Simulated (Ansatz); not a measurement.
`CNCCN` + `C[O][Ge]([OH])([O]C)[O]C` → `C[O][Ge]([O]C)([O]C)[O]C` + `NCCN`  (substitution at a C–N bond)

Calculated with Ansatz (gas phase, PBE0-D4/def2-TZVP geometries, no zero-point term in ΔE). CCSD(T)/CBS adds triple-zeta CCSD(T) − MP2 to the extrapolated MP2 energy (def2 sets, frozen cores). Functionals use def2-TZVPP. For Ge outer-core shells are correlated without core-valence functions, which leaves a few kJ/mol of doubt a bond. Scalar relativity is left out up to krypton. Each species was taken in one conformer, which may not be the lowest.

`CNCCN`:

Z-matrix (Å, degrees):
```
C
N 1 1.446
H 1 1.103 2 114.0
H 1 1.092 2 109.9 3 121.7
H 1 1.094 2 109.5 3 -120.3
C 2 1.448 1 113.6 3 55.2
H 2 1.013 1 109.7 3 -67.3
C 6 1.521 2 110.5 1 174.6
H 6 1.106 2 112.8 1 -62.0
H 6 1.097 2 107.7 1 55.3
N 8 1.451 6 115.2 2 -60.6
H 8 1.094 6 109.4 2 176.2
H 8 1.098 6 108.7 2 61.0
H 11 1.015 8 108.4 6 46.2
H 11 1.013 8 109.9 6 -69.4
```

`C[O][Ge]([OH])([O]C)[O]C`:

Cartesian coordinates in Å:
```
C 0.580 -0.197 -2.129
O 0.536 0.754 -1.084
Ge -0.073 0.253 0.483
O 0.061 1.725 1.434
O -1.709 -0.374 0.405
C -2.731 0.447 -0.125
O 0.826 -1.092 1.161
C 2.221 -0.954 1.354
H 0.989 0.301 -3.010
H 1.223 -1.050 -1.883
H -0.416 -0.580 -2.378
H -0.246 1.599 2.335
H -3.660 -0.124 -0.093
H -2.532 0.730 -1.165
H -2.865 1.364 0.460
H 2.460 -0.145 2.052
H 2.588 -1.893 1.772
H 2.748 -0.763 0.412
```

`C[O][Ge]([O]C)([O]C)[O]C`:

Cartesian coordinates in Å:
```
C -0.850 1.899 -1.767
O 0.075 0.856 -1.530
Ge 0.000 0.001 0.000
O 0.192 1.063 1.383
C 1.372 1.836 1.481
O 1.295 -1.174 -0.139
C 1.526 -2.056 0.942
O -1.564 -0.742 0.286
C -2.048 -1.679 -0.656
H -0.641 2.304 -2.759
H -1.885 1.542 -1.748
H -0.753 2.708 -1.034
H 1.479 2.530 0.641
H 1.309 2.415 2.404
H 2.271 1.210 1.525
H 1.789 -1.519 1.860
H 2.361 -2.702 0.667
H 0.654 -2.685 1.152
H -1.387 -2.549 -0.747
H -3.024 -2.022 -0.307
H -2.170 -1.236 -1.651
```

`NCCN`:

Cartesian coordinates in Å:
```
N 0.565 0.190 1.414
C 0.878 0.051 0.001
C -0.315 0.442 -0.858
N -1.525 -0.333 -0.656
H -0.076 -0.538 1.706
H 1.397 0.084 1.979
H 1.711 0.722 -0.232
H 1.201 -0.967 -0.281
H -0.556 1.491 -0.664
H -0.030 0.369 -1.913
H -1.899 -0.184 0.272
H -1.351 -1.325 -0.768
```

```json
{"level": "LDA (SPW92)", "ΔE (kJ/mol)": "38.7", "difference from CCSD(T)/CBS": "7.2"}
{"level": "r2SCAN-D4", "ΔE (kJ/mol)": "32.4", "difference from CCSD(T)/CBS": "0.9"}
{"level": "r2SCANh-D4", "ΔE (kJ/mol)": "32.9", "difference from CCSD(T)/CBS": "1.4"}
{"level": "r2SCAN0-D4", "ΔE (kJ/mol)": "33.7", "difference from CCSD(T)/CBS": "2.2"}
{"level": "ωB97M-V", "ΔE (kJ/mol)": "32.1", "difference from CCSD(T)/CBS": "0.6"}
{"level": "PBE-QIDH", "ΔE (kJ/mol)": "36.2", "difference from CCSD(T)/CBS": "4.7"}
{"level": "BHLYP", "ΔE (kJ/mol)": "31.5", "difference from CCSD(T)/CBS": "0.0"}
{"level": "LC-ωPBE", "ΔE (kJ/mol)": "35.0", "difference from CCSD(T)/CBS": "3.5"}
{"level": "RPA@PBE/def2-TZVPP", "ΔE (kJ/mol)": "28.4", "difference from CCSD(T)/CBS": "-3.1"}
{"level": "CCSD/def2-SVP", "ΔE (kJ/mol)": "33.7", "difference from CCSD(T)/CBS": "2.2"}
{"level": "CCSD(T)/def2-SVP", "ΔE (kJ/mol)": "33.8", "difference from CCSD(T)/CBS": "2.3"}
{"level": "MP2/def2-TZVPP", "ΔE (kJ/mol)": "35.9", "difference from CCSD(T)/CBS": "4.4"}
{"level": "CCSD/def2-TZVPP", "ΔE (kJ/mol)": "31.9", "difference from CCSD(T)/CBS": "0.4"}
{"level": "CCSD(T)/def2-TZVPP", "ΔE (kJ/mol)": "32.0", "difference from CCSD(T)/CBS": "0.5"}
{"level": "MP2/def2-QZVPP", "ΔE (kJ/mol)": "35.5", "difference from CCSD(T)/CBS": "4.0"}
{"level": "MP2/CBS(def2)", "ΔE (kJ/mol)": "35.4", "difference from CCSD(T)/CBS": "3.9"}
{"level": "CCSD(T)/CBS", "ΔE (kJ/mol)": "31.5", "difference from CCSD(T)/CBS": "0"}
```

Largest T1 diagnostic among the species: 0.012.

In def2-TZVPP, CCSD(T) changes the Hartree–Fock value by +3.4 kJ/mol (the triples alone add +0.1 kJ/mol) and MP2 by +7.3 kJ/mol. Leaving LDA and LC-ωPBE aside and taking each functional with its dispersion term where it has one, the values, not all of them listed here, spread over 9.0 kJ/mol, from BLYP-D4 to PBE-QIDH. LDA lies +3.9 kJ/mol from PBE without D4.
